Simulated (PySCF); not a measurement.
# Molecular orbitals of OsSe

PBE0 at R = 2.214 Å; basis Os def2-TZVPP with ECP60, Se def2-TZVPP; scalar-relativistic core potentials; PySCF 2.14. State: ⁵Σ⁺ (quintet), unpaired electrons π ↑↑, δ ↑↑. Only the outer orbitals are listed, counted within each symmetry, core potentials removing the inner ones.

| spin | orbital | occ. | ε (eV) | on Os (%) | main shells (%) |
| --- | --- | --- | --- | --- | --- |
| α | 10σ | 1 | -9.92 | 49 | 44 Os d, 44 Se p |
| α | 5π | 1 | -9.85 | 75 | 75 Os d, 24 Se p |
| α | 5π | 1 | -9.85 | 75 | 75 Os d, 24 Se p |
| α | 2δ | 1 | -9.12 | 100 | 100 Os d |
| α | 2δ | 1 | -9.12 | 100 | 100 Os d |
| α | 11σ | 1 | -7.89 | 91 | 62 Os s, 29 Os d, 9 Se p |
| α | 6π | 1 | -6.57 | 28 | 72 Se p, 22 Os d |
| α | 6π | 1 | -6.57 | 28 | 72 Se p, 22 Os d |
| α | 12σ | 0 | -2.97 | 68 | 32 Se p, 28 Os s, 25 Os p |
| α | 7π | 0 | -0.40 | 96 | 94 Os p |
| α | 7π | 0 | -0.40 | 96 | 94 Os p |
| β | 10σ | 1 | -9.32 | 35 | 58 Se p, 27 Os d |
| β | 5π | 1 | -7.74 | 44 | 54 Se p, 42 Os d |
| β | 5π | 1 | -7.74 | 44 | 54 Se p, 42 Os d |
| β | 11σ | 1 | -6.25 | 94 | 53 Os s, 41 Os d |
| β | 2δ | 0 | -3.41 | 100 | 100 Os d |
| β | 2δ | 0 | -3.41 | 100 | 100 Os d |
| β | 6π | 0 | -2.94 | 60 | 53 Os d, 39 Se p |

Question: Which are the highest filled and the lowest empty level, where do they sit, and how wide is the gap?

Answer: Highest filled β 11σ at -6.25 eV (in %: 53 Os s, 41 Os d); lowest empty β 2δ at -3.41 eV (in %: 100 Os d); the gap at PBE0 is 2.84 eV.

```json
{
 "bond order (Mayer)": "2.26",
 "⟨S²⟩": "6.027",
 "charge on Os (Mulliken, basis-dependent)": "0.20",
 "charge on Os (Löwdin, basis-dependent)": "-0.10",
 "dipole moment (positive dipole means Os(−)Se(+))": "-2.80 D",
 "polarisability along the bond": "99.7 bohr³",
 "polarisability across the bond": "62.4 bohr³"
}
```

Spin–orbit coupling is left out. With d or f electrons several states lie close, and the lowest PBE0 determinant need not be the measured ground state.
